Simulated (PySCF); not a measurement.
## Arsenic: a sound run and one with changed settings

Sound run: As⁺ [Ar] 3d10 4s2 4p2, As²⁺ [Ar] 3d10 4s2 4p1. Computed with PySCF 2.14 in jorge-DZP-DKH (8s6p2d1f, 43 functions), with the spin-free X2C one-electron Hamiltonian (Gaussian nucleus). The sound run starts from symmetry-adapted Hartree-Fock orbitals and uses a fine grid where one is needed.

Changed run: radial step 0.8 in ln r (0.13 in the sound run). This setting is unsound on purpose.

```tsv
species	method	sound run (hartree)	changed run (hartree)	converged
As⁺	UHF	-2258.54714	-2258.54714	yes
As⁺	B3LYP	-2260.27000	-2260.26823	yes
As⁺	M06-2X	-2260.33169	-2259.80403	yes
As²⁺	UHF	-2257.88761	-2257.88761	yes
As²⁺	B3LYP	-2259.59121	-2259.60195	yes
As²⁺	M06-2X	-2259.65819	-2259.12875	yes
```

Ionisation energy of As⁺:

```csv
method,sound run (eV),changed run (eV)
UHF,17.947,17.947
B3LYP,18.471,18.130
M06-2X,18.327,18.375
```

A coarse radial grid mis-integrates the density and the exchange-correlation energy, with errors of either sign; Hartree-Fock needs no grid.

For comparison, NIST gives 18.589 eV between the lowest levels.
